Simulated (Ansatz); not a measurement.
Reaction (formal exchange of groups at the Si–N bond): `N[SiH](O)O` + `CO[Si](F)(F)F` → `O[SiH](O)O[Si](F)(F)F` + CH₃NH₂

Isolated molecules relaxed with PBE0-D4/def2-TZVP in Ansatz; ΔE leaves out vibrations. CCSD(T)/CBS adds triple-zeta CCSD(T) − MP2 to the extrapolated MP2 energy (def2 sets, frozen cores). This one scheme is used for every species. DFT in def2-TZVPP. HSE06 is defined as in plane-wave codes. Each species was taken in one conformer, which may not be the lowest.

```csv
level,ΔE (kJ/mol)
LDA (SPW92),-72.3
BLYP-D4,-77.1
r2SCAN-D4,-79.8
r2SCANh-D4,-81.1
HSE06-D4,-79.3
BHLYP-D4,-86.7
ωB97X-V,-78.4
HF/def2-QZVPP,-90.1
```

Problem. What does CCSD(T)/CBS give? (Best estimate.)

Solution. Computed: -82.1 kJ/mol. The listed levels differ from it by 9.8, 5.0, 2.3, 1.0, 2.8, -4.6, 3.7, -8.0 kJ/mol.

Largest T1 diagnostic among the species: 0.012.

In def2-TZVPP, CCSD(T) changes the Hartree–Fock value by +7.1 kJ/mol (the triples alone add +1.6 kJ/mol) and MP2 by +6.4 kJ/mol. From BLYP to BHLYP (50 % exact exchange), in def2-TZVPP and without D4, ΔE moves by −8.8 kJ/mol.
